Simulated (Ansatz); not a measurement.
Ansatz (a quantum-chemistry and plane-wave program) input:

Ansatz 0.2 input:
```yaml
crystal:
  periodic: [false, false, false]
  atoms:
    - {symbol: C, position_ang: [2.38826671, 0.46351488, -0.51739442]}
    - {symbol: C, position_ang: [1.48485984, -0.10275107, 0.59428643]}
    - {symbol: C, position_ang: [0.09551236, 0.45400259, 0.60776908]}
    - {symbol: C, position_ang: [-0.95027111, -0.19946429, -0.01578725]}
    - {symbol: O, position_ang: [-0.89942077, -1.30969404, -0.63385421]}
    - {symbol: C, position_ang: [-2.33249594, 0.46931740, 0.04164282]}
    - {symbol: H, position_ang: [2.49073128, 1.54935485, -0.42007409]}
    - {symbol: H, position_ang: [1.93923782, 0.26056424, -1.49192857]}
    - {symbol: H, position_ang: [3.39699305, 0.02482543, -0.50109178]}
    - {symbol: H, position_ang: [1.40911074, -1.18564536, 0.44826363]}
    - {symbol: H, position_ang: [1.99110424, 0.05754846, 1.55931309]}
    - {symbol: H, position_ang: [-0.07749514, 1.41241543, 1.08780816]}
    - {symbol: H, position_ang: [-2.69161929, 0.64822464, -0.97778053]}
    - {symbol: H, position_ang: [-2.33165615, 1.41703109, 0.58918643]}
    - {symbol: H, position_ang: [-3.04627170, -0.21448359, 0.51403735]}
basis:
  gaussian:
    orbitals: def2-TZVPD
hamiltonian:
  xc: {name: BHLYP}
total_charge: -1
output: {forces: true}
```

### Question
What final total energy does it print?

### Answer
-271.11666 Eh (BHLYP/def2-TZVPD). The basis has 306 functions.

It need not be the lowest isomer of its formula. Whether it binds its extra electron was not tested at this geometry.
